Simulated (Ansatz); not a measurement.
Geometry optimisation, RHF/def2-SVP (Ansatz 0.2.0).

The input (input.yaml):

```yaml
crystal:
  periodic: [false, false, false]
  atoms:
    - { symbol: W, position_ang: [-0.074784, -0.072907, -0.145231] }
    - { symbol: O, position_ang: [-0.130264, -0.009484, 1.726831] }
    - { symbol: H, position_ang: [-0.704784, -0.188735, 2.461322] }
    - { symbol: Cl, position_ang: [2.206218, -0.062909, -0.344818] }
    - { symbol: Cl, position_ang: [-0.062226, 2.209406, -0.417653] }
    - { symbol: Cl, position_ang: [-2.41992, -0.054871, 0.003019] }
    - { symbol: Cl, position_ang: [0.001407, -2.398278, 0.005692] }
    - { symbol: Cl, position_ang: [-0.402155, -0.355126, -2.408257] }
    - { symbol: H, position_ang: [1.598911, 1.597667, 1.616485] }
    - { symbol: H, position_ang: [1.416697, 1.490037, 2.291709] }
basis:
  gaussian: { orbitals: def2-SVP }
hamiltonian:
  xc: hf
relax:
  f_tol: 0.03
  max_steps: 50
```

Launched with:

```bash
$ ansatz run input.yaml --threads 4 --pin off --max-ram 5120MiB --backend cpu --events-out ev --progress --plain --runs-dir out
```

Where does it end, and by what steps?

It converged. The force dipped under the threshold on the way, but the program's further checks kept it going. After 46 steps the energy has fallen by 0.581 eV; H3 moved furthest, 1.49 Å.

| step | energy less start (eV) | largest force component (eV/Å) | accepted |
| --- | --- | --- | --- |
| 0 | 0.0000 | 2.071 | yes |
| 2 | -0.4104 | 0.258 | yes |
| 4 | -0.5170 | 0.187 | yes |
| 6 | -0.5465 | 0.109 | yes |
| 8 | -0.5511 | 0.155 | yes |
| 10 | -0.5158 | 1.565 | no |
| 12 | -0.5507 | 0.581 | no |
| 14 | -0.5561 | 0.191 | yes |
| 16 | -0.5582 | 0.005 | yes |
| 18 | -0.5590 | 0.115 | yes |
| 20 | -0.5604 | 0.185 | yes |
| 22 | -0.5613 | 0.340 | yes |
| 24 | -0.5641 | 0.148 | yes |
| 26 | -0.5684 | 0.187 | yes |
| 28 | -0.5719 | 0.150 | yes |
| 30 | -0.5715 | 0.160 | no |
| 32 | -0.5760 | 0.099 | yes |
| 34 | -0.5771 | 0.036 | yes |
| 36 | -0.5756 | 0.183 | no |
| 38 | -0.5786 | 0.048 | yes |
| 40 | -0.5796 | 0.059 | yes |
| 42 | -0.5801 | 0.084 | yes |
| 44 | -0.5803 | 0.052 | no |
| 46 | -0.5807 | 0.029 | yes |

```xyz
10
Properties=species:S:1:pos:R:3
W -0.237 -0.407 -0.405
O 0.247 -0.131 1.313
H 0.555 0.456 1.996
Cl 1.960 -0.863 -0.997
Cl 0.116 1.901 -0.672
Cl -2.471 -0.049 0.101
Cl -0.586 -2.668 -0.144
Cl -0.793 -0.434 -2.645
H 1.251 2.381 2.816
H 1.385 1.969 3.425
```

Whether the end is a true minimum wasn't checked by a vibrational analysis.

Run time: 2.4 min on 4 threads of Intel(R) Xeon(R) Platinum 8259CL CPU @ 2.50GHz (Skylake/Cascade Lake), with other jobs on the host, peak memory 0.57 GiB.
